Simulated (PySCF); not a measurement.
**Relaxation of doublet GaF₂**

All numbers come from UPBE0 in PySCF with Ga def2-TZVP, F def2-TZVP; no relativity; density-fitted integrals. A (50,194) grid was used.

A hand-made linear start, of D∞h symmetry, held to at least that symmetry:

```xyz
3
charge 0 multiplicity 2, angstrom
Ga    0.0000    0.0000    0.0000
F     0.0000    0.0000    1.8800
F     0.0000    0.0000   -1.8800
```

Problem. What does it relax to?

Solution. It ends at D∞h with Ga–F 1.795 Å (×2); F–Ga–F 180.0°. A frequency run shows 2 imaginary modes (one degenerate set), down to 208i cm⁻¹, so it is a higher-order saddle point. Other isomers or separated fragments may lie lower.

Problem. How much energy is released, and in how many steps?

Solution. 12.3 kJ/mol in 3 steps.

The relaxation took 5.9 s on 4 threads of a shared Arm Neoverse V2 host, with 110 basis functions and 4 gradients; the process peaked at 0.56 GiB.
